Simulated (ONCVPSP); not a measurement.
# Mg, ONCV: configuration errors across variants

- Element: Mg (Z = 12)
- Generator: ONCVPSP 4.0.1
- Type: optimised norm-conserving Vanderbilt (ONCV)
- Functional: PBE
- Relativity: scalar-relativistic
- Frozen core: [He] 2s2
- Valence charge: 8
- Reference configuration: 2p6 3s2
- Partial waves: 3s: rc 2.45 bohr, ncon 4, nbas 7, qcut 2.3 1/bohr, 2 projectors, debl 3.6 Ha; 2p: rc 1.20 bohr, ncon 4, nbas 7, qcut 11.4 1/bohr, 2 projectors, debl 1.9 Ha
- Local potential: polynomial inside 1.15 bohr (lpopt 5, dvloc0 4 Ha)
- Core correction: Teter function, fcfact 3.5, rcfact 1.4

All-electron excitation energies from the reference (eV): (1) 2p6 3s1 7.960; (2) 2p6 3s0 22.985; (3) 2p6 3s1.5 3.144; (4) 2p6 3s1 3p1 3.491.

Errors AE − PS in meV (a dash: test not solved or not reliable):

```csv
change,(1),(2),(3),(4),bound ghosts,GHOST(+) flags above zero
base,+2.9,+47,+0.3,+0.1,none,s
p: qcut 6.7,+2.8,+45,+0.3,+0.3,none,s
p: qcut 8.1,+2.9,+46,+0.3,+0.2,none,s
p: qcut 10.2,+2.9,+47,+0.3,+0.1,none,s
p: qcut 10.9,+2.9,+47,+0.3,+0.1,none,s
p: qcut 12.5,+2.9,+47,+0.3,+0.1,none,s
p: qcut 15.4,+3.0,+47,+0.3,0.0,none,s
p: qcut 16.8,+3.0,+47,+0.3,0.0,none,s
```

(1) Give the same row for: p: qcut 14.

Results:

(1) +2.9, +47, +0.3, 0.0; bound ghosts: none; GHOST(+) flags above zero: s.
